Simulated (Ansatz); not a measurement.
Reaction (substitution at a C–S bond): `O[SiH2]CS` + CH₃OH → `COC[SiH2]O` + H₂S

Computed with Ansatz on PBE0-D4/def2-TZVP structures; ΔE is electronic, products minus reactants. CCSD(T)/CBS is the MP2 limit (def2-TZVPP, def2-QZVPP) plus CCSD(T) − MP2 in def2-TZVPP, frozen cores. This one scheme is used for every species. Functionals use def2-TZVPP. One conformer a species, not always the lowest.

```tsv
species	revPBE-D4 energy (Eh)
`O[SiH2]CS`	-804.59376
CH₃OH	-115.74268
`COC[SiH2]O`	-520.98324
H₂S	-399.33581
```

Task: Work out ΔE.

Result: ΔE = (-520.98324) + (-399.33581) − (-804.59376) − (-115.74268) = 0.01739 Eh = +45.7 kJ/mol. CCSD(T)/CBS gives +49.1 kJ/mol.

Largest T1 diagnostic among the species: 0.011.

Leaving LDA and LC-ωPBE aside and taking each functional with its dispersion term where it has one, the values, not all of them listed here, spread over 12.3 kJ/mol, from CAM-B3LYP-D4 to PBE-QIDH. LDA lies −6.9 kJ/mol from PBE without D4. At CCSD(T), def2-SVP lies −21.5 kJ/mol from the extrapolated value and def2-TZVPP −5.5 kJ/mol.
